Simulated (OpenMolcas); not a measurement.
Fe2+ (d6) on a cation site of an ionic host was computed by CASSCF with the d shell active (OpenMolcas, ANO-RCC-VDZP on the metal). Its lowest spin-free states, and all those of the highest spin:

```json
{"2S+1": "5", "Degeneracy": "3", "E (cm-1)": "0.0"}
{"2S+1": "5", "Degeneracy": "2", "E (cm-1)": "9725"}
{"2S+1": "3", "Degeneracy": "3", "E (cm-1)": "15408"}
{"2S+1": "1", "Degeneracy": "1", "E (cm-1)": "18176"}
{"2S+1": "3", "Degeneracy": "3", "E (cm-1)": "19205"}
{"2S+1": "3", "Degeneracy": "3", "E (cm-1)": "22865"}
{"2S+1": "1", "Degeneracy": "3", "E (cm-1)": "25134"}
{"2S+1": "3", "Degeneracy": "3", "E (cm-1)": "25254"}
{"2S+1": "3", "Degeneracy": "2", "E (cm-1)": "26075"}
{"2S+1": "3", "Degeneracy": "3", "E (cm-1)": "26670"}
{"2S+1": "3", "Degeneracy": "3", "E (cm-1)": "31131"}
{"2S+1": "1", "Degeneracy": "3", "E (cm-1)": "31456"}
```

Task: Is the site octahedral, tetrahedral or cube-like, axial, or of lower symmetry?

Result: The states with 2S+1 = 5 have orbital degeneracies 3, 2. Threefold states need a cubic site. For d6 at this spin an octahedron puts the threefold T2 below the twofold E and a tetrahedron or cube puts the twofold E below the threefold T2, so the site is octahedral. The first gap at this spin, 9730 cm-1, is |10Dq| in ligand-field theory. The run had Fe2+ with its 6 nearest fluoride ions at 2.063 Å, on the Li site of LiF (a = 4.028 Å, distance in the model lattice 2.014 Å). The rest of the host is ab initio model potentials to 7.6 Å and point charges beyond; the distance is set by hand and nothing relaxes, and no local charge compensation is placed. Ligand basis ANO-RCC-VDZP.

An orbital triplet at a regular site is open to Jahn-Teller coupling, which can distort the site and quench the lowest spin-orbit gaps and is left out. Without dynamic correlation the repulsion within the d shell is too large (B by tens of per cent), so at a given field states of lower spin stand too high. Ligand-to-metal charge-transfer states are missing. With no ligand orbital active B as a rule stays too high, so bands that hang on it stand too high and its fall with covalency is understated. With metal d orbitals alone and no dynamic correlation 10Dq can be off by a tenth to a fifth, either way, in oxide and fluoride hosts. No measured value stands beside these numbers; the geometry was set by hand and not optimised.
